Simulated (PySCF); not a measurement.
PySCF 2.14 output of an unrestricted r2SCAN calculation on a single atom or ion in aug-cc-pwCVTZ-DK3 (11s10p8d5f1g, 125 functions), with scalar relativity by spin-free X2C-1e:

```
SCF conv_tol = 1e-09
number electrons alpha = 41  beta = 39
    J. W. Furness, A. D. Kaplan, J. Ning, J. P. Perdew, and J. Sun.,  J. Phys. Chem. Lett. 11, 8208-8215 (2020)
    J. W. Furness, A. D. Kaplan, J. Ning, J. P. Perdew, and J. Sun.,  J. Phys. Chem. Lett. 11, 9248-9248 (2020)
    J. W. Furness, A. D. Kaplan, J. Ning, J. P. Perdew, and J. Sun.,  J. Phys. Chem. Lett. 11, 8208-8215 (2020)
    J. W. Furness, A. D. Kaplan, J. Ning, J. P. Perdew, and J. Sun.,  J. Phys. Chem. Lett. 11, 9248-9248 (2020)
cycle= 1 E= -20247.0922888446  delta_E= -0.0189  |g|= 0.21  |ddm|= 0.902
cycle= 2 E= -20247.092096432  delta_E= 0.000192  |g|= 0.189  |ddm|= 0.234
cycle= 3 E= -20247.0947120008  delta_E= -0.00262  |g|= 0.0188  |ddm|= 0.101
cycle= 4 E= -20247.0947694062  delta_E= -5.74e-05  |g|= 0.000484  |ddm|= 0.0213
cycle= 5 E= -20247.0947694959  delta_E= -8.97e-08  |g|= 4.87e-05  |ddm|= 0.00162
cycle= 6 E= -20247.0947694975  delta_E= -1.56e-09  |g|= 5.28e-06  |ddm|= 0.000271
cycle= 7 E= -20247.0947694975  delta_E= -3.27e-11  |g|= 7.78e-07  |ddm|= 2.19e-05
converged SCF energy = -20247.0947694975  <S^2> = 2.0015157  2S+1 = 3.0010103
```

The run itself started from symmetry-adapted Hartree-Fock orbitals and held the occupation by maximum overlap, on a logarithmic radial grid, so the iterations belong to that start.

Task: Which element, charge and spin multiplicity is this?

Result: Tl⁺ (thallium, charge +1), multiplicity 3; the state was [Xe] 4f14 5d10 6s1 6d1, high-spin 3D determinant (an excited configuration).

Spin-orbit coupling, absent here, splits the open shell strongly. The outer electron is Rydberg-like, and this basis confines it to a smaller radius and binds it less than a complete one would.
